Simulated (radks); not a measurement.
These are the eigenvalues of the occupied orbitals of an atom or ion with whole-number occupations (eV). All-electron calculation, scalar-relativistic Kohn-Sham, PBE, spin-polarised, spherical densities, finite nucleus; Fermi nuclear charge, rms radius of each element as measured or else 0.836 A^(1/3) + 0.57 fm. Program: a radial shooting solver on a logarithmic mesh with Libxc functionals.

orbital  eigenvalue
1s down   -17824.49
1s up     -17824.49
2s up     -2469.694
2s down   -2469.552
2p up     -2202.340
2p down   -2202.237
3s up     -404.6348
3s down   -404.5582
3p up     -317.5355
3p down   -317.4506
3d up     -174.6084
3d down   -174.4757
4s up      -54.8117
4s down    -53.8634
4p up      -32.8522
4p down    -31.7463
5s up       -4.6995
4d up       -4.0585
5s down     -4.0473

Which element is it, and in what charge state? The configuration may be excited. Open shells, if any, are filled with parallel spins first.

Answer. Z = 40, zirconium, charge 0: Zr in [Kr] 4d2 5s2. The list shows which subshells hold electrons but not how many an open one holds; the 1s level, -655.04 hartree, gives Z - s = 36.2 by -(Z - s)^2/2, which with screening and relativity narrows Z to a few neighbours, and the depths of the outer levels then fix element, charge and occupations together.
